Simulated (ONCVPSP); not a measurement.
# What the settings do to the ONCV potential of S

Base potential:

- Element: S (Z = 16)
- Generator: ONCVPSP 4.0.1
- Type: optimised norm-conserving Vanderbilt (ONCV)
- Functional: PBEsol
- Relativity: non-relativistic
- Frozen core: [Ne]
- Valence charge: 6
- Reference configuration: 3s2 3p3.75 (charge +0.25)
- Partial waves: 3s: rc 1.40 bohr, ncon 4, nbas 8, qcut 3.7 1/bohr, 2 projectors, debl 0.3 Ha; 3p: rc 1.40 bohr, ncon 4, nbas 8, qcut 6.1 1/bohr, 2 projectors, debl 2.9 Ha; d scattering state at 0.44 Ha: rc 1.35 bohr, ncon 5, nbas 9, qcut 7.4 1/bohr, 2 projectors, debl 1.5 Ha
- Local potential: polynomial inside 1.00 bohr (lpopt 5, dvloc0 0 Ha)
- Core correction: Teter function, fcfact 2.75, rcfact 1.55

In the s channel the program set the typed energies aside and used -0.717, 0.250 Ha.

All-electron outer shells of the reference configuration (PBEsol, non-relativistic, ld1.x):

```csv
shell,level (eV),outermost node (bohr),outermost maximum (bohr)
2s,-212.66,0.13,0.39
2p,-159.00,–,0.33
3s,-19.51,0.60,1.40
3p,-9.28,0.58,1.59
```

Cutoffs, loose and tight: the cutoffs (Ha) at which the residual kinetic energy of the hardest occupied pseudo-wave falls to 1 and 0.1 mHa per electron. They do not see the model core or the augmentation charge, which bear on the density cutoff. Test errors are all-electron minus pseudo excitation energies from the reference, over the configurations 3s2 3p4; 3s2 3p3; 3s2 3p2; 3s0 3p6. A dash means not determined; rows that change the core or the reference have their own tests.

A true bound ghost makes a file unfit for plane-wave use even where its test errors are small: the radial tests pick states by their node count and pass the ghost by.

```csv
change,outcome,"cutoff, loose","cutoff, tight",bound ghosts,GHOST(+) flags above zero,largest test error (meV)
base,"generated, projector energies reset by the program",66 Ha,87 Ha,none,s,-15
"all radii but the core radius scaled by about 0.84 (s 1.18, p 1.18, d 1.14 bohr); local potential polynomial inside 0.84 bohr (lpopt 5, dvloc0 0 Ha)","generated, projector energies reset by the program",30 Ha,139 Ha,none,"s, p, d",+7.9
d: nbas 8,"generated, projector energies reset by the program",66 Ha,87 Ha,none,s,-15
s: debl 1.25,generated,66 Ha,87 Ha,none,s,-15
core correction none,"generated, projector energies reset by the program",66 Ha,87 Ha,none,s,+16
"local potential polynomial inside 0.90 bohr (lpopt 5, dvloc0 1 Ha)","generated, projector energies reset by the program",66 Ha,87 Ha,none,s,-15
d: qcut 7.1,"generated, projector energies reset by the program",66 Ha,87 Ha,none,s,-15
d: rc 1.06,"generated, projector energies reset by the program",66 Ha,87 Ha,none,"s, d",-15
```

Q: What comes out with this change to the base: s: qcut 4.6; p: qcut 7.5; d: qcut 9.1?

A: outcome: generated, projector energies reset by the program; cutoff, loose: 20 Ha; cutoff, tight: 74 Ha; bound ghosts: none; GHOST(+) flags above zero: s; largest test error (meV): +9.5.

Q: What comes out with this change to the base: scalar-relativistic?

A: outcome: generated, projector energies reset by the program; cutoff, loose: 67 Ha; cutoff, tight: 87 Ha; bound ghosts: none; GHOST(+) flags above zero: s; largest test error (meV): -17.

Q: What comes out with this change to the base: p: nproj 3?

A: outcome: generated, projector energies reset by the program; cutoff, loose: 66 Ha; cutoff, tight: 87 Ha; bound ghosts: p; GHOST(+) flags above zero: s, p; largest test error (meV): -15.
